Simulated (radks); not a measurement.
Valence configurations of Nb I (all share [Kr]). Calculated with a radial shooting solver on a logarithmic mesh with Libxc functionals: scalar-relativistic Kohn-Sham, PBE, spin-polarised, spherical densities, finite nucleus; open shells are filled with parallel spins first (spin-orbit coupling, left out, can overturn this in heavy ions); Fermi nuclear charge, rms radius 4.324 fm. Energies are relative to 4d4 5s1; eigenvalues in eV for spin up.

valence	E (eV)	moment (Bohr magnetons)	e(4d)	e(5p)	e(5s)
4d4 5s1	0.000	5	-3.713	-	-4.478
4d3.5 5s1.5	0.606	4	-4.506	-	-4.778
4d4 5p1	3.188	5	-4.830	-1.984	-
4d3.5 5s1 5p0.5	1.379	5	-5.069	-1.896	-5.268
4d3 5p2	6.847	5	-7.448	-2.947	-
4d3 5s1 5p1	3.181	5	-6.450	-2.412	-6.032
4d2 5s1 5p2	8.124	5	-9.272	-3.408	-7.497
4d1 5s1 5p3	14.943	5	-12.126	-4.347	-8.889
4d4.5 5s0.5	0.466	5	-3.023	-	-4.118
4d4.5 5p0.5	1.954	5	-3.596	-1.504	-

NIST lists [Kr] 4d4 5s1 as the ground configuration; this level of theory agrees among the configurations tried. The energies are those of spherical high-spin densities, not of single terms.
